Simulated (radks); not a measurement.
Values are calculated unless marked as measured or tabulated.
Valence configurations of La I (all share [Xe]). Level of theory: scalar-relativistic Kohn-Sham, r2SCAN, spin-polarised, spherical densities, finite nucleus; open shells are filled with parallel spins first (spin-orbit coupling, left out, can overturn this in heavy ions); meta-GGA in the generalised Kohn-Sham scheme; Fermi nuclear charge, rms radius 4.855 fm (a radial shooting solver on a logarithmic mesh with Libxc functionals). Energies are relative to 5d1 6s2; eigenvalues in eV for spin up.

\begin{tabular}{lrrrrrr}
valence & E (eV) & moment (Bohr magnetons) & e(4f) & e(5d) & e(6p) & e(6s) \\ \hline
5d2 6s1 & -0.285 & 3 & - & -2.530 & - & -3.678 \\
5d1 6s2 & 0.000 & 1 & - & -3.333 & - & -3.916 \\
5d0.5 6s2 6p0.5 & 1.056 & 1 & - & -4.174 & -1.939 & -4.543 \\
5d1 6s1 6p1 & 1.381 & 3 & - & -4.184 & -2.179 & -4.848 \\
5d2 6p1 & 2.088 & 3 & - & -3.324 & -1.766 & - \\
6s2 6p1 & 2.242 & 1 & - & - & -2.434 & -5.119 \\
6s1 6p2 & 3.740 & 3 & - & - & -3.005 & -5.906 \\
5d1 6p2 & 3.998 & 3 & - & -4.882 & -2.604 & - \\
4f1 6p2 & 4.625 & 3 & -1.465 & - & -2.464 & - \\
\end{tabular}

NIST lists [Xe] 5d1 6s2 as the ground configuration; this level of theory puts 5d2 6s1 lower, by 0.285 eV. The energies are those of spherical high-spin densities, not of single terms. No valid solution was reached for [Xe] 4f1 5d1 6p1.
